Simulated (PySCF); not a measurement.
Molecule (SMILES): [SiH][SiH3] (SiH-SiH3) (closed-shell singlet).
Geometry (B3LYP-D3(BJ)/def2-TZVP, fixed):
```xyz
6

Si     0.0071     1.0500     0.8096
H     -0.4184     1.8608    -0.4081
Si     0.0198    -0.9006    -0.5838
H      0.9769    -0.6998    -1.7070
H     -1.3363    -1.1013    -1.1659
H      0.4013    -2.1512     0.1194
```

Basis-set convergence of the mean static polarisability at PBE with PySCF. All functions are spherical. Density fitting with generated auxiliary sets. In sets without p functions on hydrogen, species with hydrogen take exact integrals. No added dispersion term, no relativity. Reference: the value in aug-pcseg-2, 71.20 bohr³, itself unsure by roughly 0.2 % (its distance from aug-cc-pV(T+d)Z). Deviations are taken from unrounded values. Cost is core time over that of def2-SVP, rough, on shared machines of one kind; a dash marks a row that isn't timed (too short, read off another run, short of memory, by another algorithm or on other hardware).

```
basis            functions  mean static polarisability (bohr³)  minus reference (%)  cost
---------------  ---------  ----------------------------------  -------------------  ----
3-21G                   34                               55.01                -22.7     -
6-31G                   34                               56.42                -20.8     -
pcseg-0                 34                               56.79                -20.2     -
def2-SVP                56                               58.70                -17.6    1×
aug-pcseg-1             90                               70.11                 -1.5    2×
def2-TZVP               98                               65.62                 -7.8    2×
def2-TZVPD             122                               70.76                 -0.6    3×
pcseg-2                124                               64.84                 -8.9    3×
jun-cc-pV(T+d)Z        152                               70.87                 -0.5    4×
```
